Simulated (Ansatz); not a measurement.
## One arrangement of a pair

The pair of Cl⁻ (SMILES [Cl-], atom 1) and Cl2 (SMILES ClCl, atoms 2–3), both closed shells, in one local arrangement (a lower one may exist), relaxed at PBE0-D4/def2-TZVPD:

```
3
angstrom
Cl 0.3560 -0.0349 -2.2655
Cl -0.0000 0.0000 0.0002
Cl -0.3560 0.0350 2.2653
```

Program: Ansatz 0.2.0. Basis: def2-TZVPPD, with def2-QZVPPD for the basis limit. Cores are frozen in the correlated methods. B3LYP uses VWN-RPA correlation. Extrapolation: Hartree–Fock as exp(−7.88 √X), correlation as X^−2.97. Interaction energies count from these two fragments, frozen as in the pair, with the counterpoise correction; negative means bound.

Problem. What is the interaction energy by CCSD(T) at an estimated basis limit (MP2 extrapolated from triple and quadruple zeta, plus CCSD(T) − MP2 in triple zeta)? (To be estimated.)

Solution. Computed: -36.70 kcal/mol. Hartree–Fock alone gives -25.62 kcal/mol at the basis limit. It counts from the two fragments frozen as in the pair.

The same quantity by other methods in triple zeta, and each one's difference from that estimate:
```tsv
method	E_int (kcal/mol)	difference
PBE-D4	-47.33	-10.63
revPBE-D4	-44.94	-8.24
BLYP-D4	-42.35	-5.65
r2SCAN-D4	-47.30	-10.60
B97M-V	-43.81	-7.11
PBE0-D4	-44.86	-8.16
B3LYP-D4	-41.38	-4.68
HSE06-D4	-45.29	-8.59
wB97X-V	-37.68	-0.98
wB97M-V	-37.39	-0.69
B2PLYP	-39.30	-2.60
HF	-25.60	11.10
MP2	-38.58	-1.88
CCSD	-30.59	6.11
CCSD(T)	-32.88	3.82
```
Differences are method less estimate.

Problem. Which atoms make the shortest contact between the fragments?

Solution. Cl1 and Cl2, 2.29 Å apart.

Energy to bend the free fragments (PBE0-D4 minima) into their shapes in the pair, CCSD(T)/def2-TZVPPD: Cl2 11.40 kcal/mol. This must be added to the interaction energy to get the binding energy from relaxed fragments.

Basis-set superposition shift (counterpoise-corrected less uncorrected): CCSD(T) 1.85; MP2 1.75; HF 0.22; PBE0-D4 0.25; wB97M-V 0.21 kcal/mol.

T1 diagnostic: at most 0.015. The restricted Hartree–Fock reference is unstable towards an unrestricted one at one or more of these structures.

For scale, one of the runs: CCSD(T)/def2-TZVPPD, 153 basis functions, launched by `ansatz run in.yaml --threads 2 --pin off --events-out ev --progress --plain --max-ram 5222MiB`. The run took 7 s on 2 CPU threads of an Arm Neoverse V2 (shared host), with 0.68 GiB of host memory at its peak.
